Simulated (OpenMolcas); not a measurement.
## Cr3+: effect of the basis set

- Program: OpenMolcas
- Method: SS-RASPT2, IPEA 0.25 Eh, imaginary shift 0.1 Eh (closed shells correlated: 3s)
- Active space: 9 electrons in 8 orbitals (RAS1 3p, at most 2 holes; RAS2 3d)
- State averaging: 2S+1 = 4 even, 10 roots; 2S+1 = 2 even, 40 roots
- Spin-orbit coupling: RASSI with atomic mean-field integrals over the reference wave functions, term energies averaged over their components

A. ANO-R2 [6s4p4d2f], X2C, finite nucleus; CASPT2 step roughly 50 core-seconds
B. ANO-RCC-VTZP [6s5p3d2f1g], DKH2, point nucleus; CASPT2 step of the order of 23 core-seconds
C. ANO-RCC-VQZP [7s6p4d3f2g1h], DKH2, point nucleus; CASPT2 step about 40 core-seconds

Energies in cm⁻¹ above 3d³ ⁴F_3/2, the measured ground level; measured values from Sugar and Corliss, J. Phys. Chem. Ref. Data 6, 317 (1977).

```json
{"Level": "3d³ ⁴F_3/2", "A": "0.0", "B": "0.0", "C": "0.0", "Measured": "0.0"}
{"Level": "3d³ ⁴F_5/2", "A": "261", "B": "258", "C": "258", "Measured": "236"}
{"Level": "3d³ ⁴F_7/2", "A": "616", "B": "609", "C": "609", "Measured": "556"}
{"Level": "3d³ ⁴F_9/2", "A": "1058", "B": "1045", "C": "1045", "Measured": "946"}
{"Level": "3d³ ⁴P_1/2", "A": "14780", "B": "14650", "C": "14580", "Measured": "14059"}
{"Level": "3d³ ⁴P_3/2", "A": "14890", "B": "14760", "C": "14690", "Measured": "14177"}
{"Level": "3d³ ⁴P_5/2", "A": "15200", "B": "15070", "C": "15000", "Measured": "14471"}
{"Level": "3d³ ²G_7/2", "A": "15800", "B": "15420", "C": "15050", "Measured": "15052"}
{"Level": "3d³ ²G_9/2", "A": "16180", "B": "15790", "C": "15420", "Measured": "15402"}
{"Level": "3d³ ²P_3/2 [71 %]", "A": "20290", "B": "19930", "C": "19600", "Measured": ""}
{"Level": "3d³ ²P_1/2", "A": "20340", "B": "19900", "C": "19580", "Measured": "19519"}
{"Level": "3d³ ²D_3/2(1) [72 %]", "A": "21600", "B": "21390", "C": "21030", "Measured": "20650"}
{"Level": "3d³ ²D_5/2(1)", "A": "21720", "B": "21590", "C": "21210", "Measured": "20664"}
{"Level": "3d³ ²H_9/2", "A": "22150", "B": "21500", "C": "20980", "Measured": "21066"}
{"Level": "3d³ ²H_11/2", "A": "22430", "B": "21780", "C": "21260", "Measured": "21321"}
{"Level": "3d³ ²F_7/2", "A": "35950", "B": "35320", "C": "34770", "Measured": "34363"}
{"Level": "3d³ ²F_5/2", "A": "36110", "B": "35480", "C": "34930", "Measured": "34556"}
{"Level": "3d³ ²D_5/2(2)", "A": "54960", "B": "54610", "C": "53780", "Measured": "52975"}
{"Level": "3d³ ²D_3/2(2)", "A": "55180", "B": "54830", "C": "54010", "Measured": "53142"}
```

Deviations, from unrounded energies. A percentage is the sum of absolute deviations over the sum of measured energies, with the sign that they share, or ± where signs differ.

| Against measurement | Levels | A | B | C |
| --- | --- | --- | --- | --- |
| mean absolute deviation (cm-1) | 17 | 950 | 640 | 310 |
| fine structure of the ground term (%) | 3 | +11.4 | +10.1 | +10.0 |
| other terms of the ground configuration (%) | 14 | +4.5 | +3.0 | ±1.5 |

C lies closest to measurement on these levels and A furthest from it. The largest miss of C in the table is 3d³ ²D_3/2(2), by +860 cm-1. The ranking rests on the paired levels alone, and a cruder setting can come out closer through cancelling errors.

Among A to C the level of the table that moves most is 3d³ ²F_5/2, by 1200 cm-1 (lowest in C, highest in A). Moves below CASPT2's spread within the term are not significant.

CASPT2 breaks the degeneracy within a term, and the mean is taken; among the terms shown or strongly mixed into the levels shown the widest spread is 470 cm-1 (3d³ ⁴F, C). Active for correlation alone: 3p; no level in the range computed is led by a configuration that opens it, so any true level of that kind is missing. Computed and measured levels are paired by configuration, term and J; levels that our copy of the source lacks, or whose pairing is in doubt (as where it misses far off the trend of its configuration), stay unpaired and out of the deviations. Only configurations of the active space appear.

A share in square brackets marks a mixed level and gives the weight of the term that names it, the lowest over the columns. A number in round brackets counts repeated terms of one configuration in the order of the reference energies.
